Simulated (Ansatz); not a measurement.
System: GeF₂, net charge 1, doublet state. 
Geometry from a B3LYP-D3(BJ)/def2-TZVP (Ansatz, a first-principles code) optimisation:
```
Ge
F 1 1.6922
F 1 1.6922 2 117.20
```
Charge +1, spin multiplicity 2.

Basis-set convergence of Hartree-Fock and MP2 correlation energies (hartree) with Ansatz. Valence correlation only, unless marked. UHF or UKS for open shells. No spin-orbit coupling. The frozen core is the preceding noble-gas configuration, with the filled d and f shells of earlier blocks. Non-relativistic.

```tsv
basis	functions	E(HF)	E(corr, MP2)
aug-cc-pVDZ	82	-2273.93176	-0.47687
aug-cc-pVTZ	151	?	?
```

Problem. Fill in the missing entries.

Solution. 
- aug-cc-pVTZ, E(HF): -2274.06236
- aug-cc-pVTZ, E(corr, MP2): -0.59425
